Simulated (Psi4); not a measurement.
C2H7Si (SMILES C[SiH]C), doublet, geometry from GFN2-xTB. Base run: PBE0/6-31G** in Psi4.

Psi4 was given this input:
```
memory 2 GB

molecule mol {
0 2
C    -1.561851    0.494542    0.032452
Si   -0.000348   -0.582102    0.136776
C     1.568961    0.455053   -0.127646
H    -1.642629    0.962311   -0.948089
H    -2.459033   -0.096468    0.189415
H    -1.554842    1.288253    0.774352
H    -0.062279   -1.713336   -0.795304
H     1.561054    0.921903   -1.111913
H     2.462319   -0.158542   -0.062244
H     1.657624    1.247734    0.610079
}

set {
  basis 6-31g**
  reference uks
}

energy('pbe0')
print_variables()
```

Each row names what was changed in the base input (with any setting that the change needs).

| change | ΔE vs base (µEh) | SCF cycles | grid points | basis functions |
|---|---|---|---|---|
| base | 0.0 | 8 | 216159 | 84 |
| scf_type = dfdirj+cosx | 52.7 | 9 | 216159 | 84 |
| df_basis_scf = cc-pvqz-jkfit | 49.8 | 8 | 216159 | 84 |
| dft_radial_points = 35 | 844 | 8 | 102752 | 84 |
| df_basis_scf = cc-pvtz-jkfit | 38.0 | 8 | 216159 | 84 |
| ints_tolerance = 1e-8 | 0.0 | 8 | 216159 | 84 |
| guess = sadno | 0.0 | 9 | 216159 | 84 |
| dft_nuclear_scheme = stratmann | -3.3 | 8 | 199299 | 84 |
| d_convergence = 1e-8 | 0.0 | 11 | 216159 | 84 |
| dft_spherical_points = 194 | -21.9 | 8 | 139016 | 84 |
| scf_initial_accelerator = ediis | 0.0 | 8 | 216159 | 84 |
| d_convergence = 1e-4 | 0.0 | 7 | 216159 | 84 |
| dft_radial_points = 50 | -87.0 | 8 | 146266 | 84 |

Open shells are given as the SCF converged; they aren't shown to be the lowest states, and a large step between rows can be another state.
